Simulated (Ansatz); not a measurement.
```yaml
crystal:
  periodic: [false, false, false]
  atoms:
    - {symbol: B, position_ang: [-1.252415, 1.672561, -0.615195]}
    - {symbol: C, position_ang: [0.376079, -0.506048, 0.158028]}
    - {symbol: C, position_ang: [1.689732, -2.262749, 0.781020]}
    - {symbol: F, position_ang: [3.066781, -4.102570, 1.434156]}
    - {symbol: H, position_ang: [-2.046672, 1.790363, -2.723412]}
    - {symbol: H, position_ang: [-1.753761, 3.287503, 0.878098]}
basis:
  gaussian: {orbitals: def2-mTZVPP}
hamiltonian: {xc: {name: r2SCAN}, dispersion: rvv10}
output: {forces: true}
```

```sh
$ ansatz run in.yaml --threads 2 --pin off --events-out ev --progress --plain --max-ram 4352MiB
```

It prints (some lines left out):

```
Functional definition: r2SCAN+rVV10
  name "r2SCAN+rVV10"
  cite "Furness, Kaplan, Ning, Perdew & Sun, J. Phys. Chem. Lett. 11, 8208 (2020) doi:10.1021/acs.jpclett.0c02405"
  cite "Furness, Kaplan, Ning, Perdew & Sun, J. Phys. Chem. Lett. 11, 9248 (2020) doi:10.1021/acs.jpclett.0c03077"
  cite "Vydrov & Van Voorhis, J. Chem. Phys. 133, 244103 (2010) doi:10.1063/1.3521275"
  cite "Sabatini, Gorni & de Gironcoli, Phys. Rev. B 87, 041108(R) (2013) doi:10.1103/PhysRevB.87.041108"
  cite "Ning et al., Phys. Rev. B 106, 075422 (2022) doi:10.1103/PhysRevB.106.075422"
  parent "r2scan"
  parameter k0 = 0.174
  parameter k1 = 0.065
  parameter a1 = 4.9479
  exchange = r2scan_x(k0 = k0, k1 = k1, a1 = a1)
  correlation = r2scan_c + rvv10(11.95, 0.0093)
810 factors; their error is unknown
mean field evaluation 1: about -5462.8831 eV, gradient 5.5e1 eV
mean field evaluation 2: about -4940.6863 eV, gradient 2.3e2 eV
mean field evaluation 4: about -5453.0152 eV, gradient 5.2e1 eV
mean field evaluation 8: about -5471.3998 eV, gradient 1.3e0 eV
mean field evaluation 16: about -5471.4102 eV, gradient 5.9e-5 eV
mean field -5471.41016519 eV, -201.0706149158 hartree, gradient 2.2e-7 eV, S^2 0.000000; 8 other end points of the search recorded, 0 dependent functions left out
the calculation of the forces begins
reference -5471.41017810 eV, -201.0706153900 hartree; 14, 14 occupied and 77, 77 virtual orbitals, 810 factors
Total energy: -5471.41017810 eV, -201.0706153900 hartree
Atom 0 at    -1.252415     1.672561    -0.615195 Å, force    -0.545635     0.729530    -0.259111 eV/Å
Atom 1 at     0.376079    -0.506048     0.158028 Å, force     0.944704    -1.262694     0.448220 eV/Å
Atom 2 at     1.689732    -2.262749     0.781020 Å, force    -0.589160     0.788603    -0.280021 eV/Å
Atom 3 at     3.066781    -4.102570     1.434156 Å, force    -1.250820     1.671642    -0.593047 eV/Å
Atom 4 at    -2.046672     1.790363    -2.723412 Å, force     0.874885    -0.174162     2.240875 eV/Å
Atom 5 at    -1.753761     3.287503     0.878098 Å, force     0.566026    -1.752919    -1.556917 eV/Å
Dipole moment:    -0.947102     1.266129    -0.449313 e Å
```

In this input the coordinates are in bohr but typed as ångström. The calculation finished and met its thresholds. The result belongs to that input, not to the molecule as meant.
